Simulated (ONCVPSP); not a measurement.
## Transferability test, ONCV potential for oxygen

- Element: oxygen (O)
- Generator: ONCVPSP 4.0.1
- Type: optimised norm-conserving Vanderbilt (ONCV)
- Functional: BLYP
- Relativity: scalar-relativistic
- Frozen core: [He]
- Valence charge: 6
- Reference configuration: 2s1.5 2p4.5
- Partial waves: 2s: rc 1.00 bohr, ncon 5, nbas 8, qcut 8.3 1/bohr, 2 projectors, debl 2.9 Ha; 2p: rc 1.15 bohr, ncon 4, nbas 8, qcut 9.4 1/bohr, 2 projectors, debl 1.1 Ha
- Local potential: polynomial inside 0.75 bohr (lpopt 5, dvloc0 0 Ha)
- Core correction: Teter function, fcfact 2.75, rcfact 1.15

Energies are relative to the spin-unpolarised reference configuration 2s1.5 2p4.5; without spin polarisation the order of configurations can differ from experiment.

Task: Give the all-electron excitation energy and the error of the potential for: 2s2 2p4; 2s2 2p3; 2s2 2p2; 2s0 2p6.

Result:

```
valence configuration  charge  ΔE all-electron (eV)  error AE − PS (meV)
              2s2 2p4       0                -7.410                 +4.4
              2s2 2p3      +1                 9.018                  +30
              2s2 2p2      +2                42.626                 +147
              2s0 2p6       0                22.302                  +40
```

Levels in the configuration 2s2 2p4:

```
level  all-electron (eV)  pseudo (eV)
   2s            -23.831      -23.840
   2p             -9.023       -9.015
```
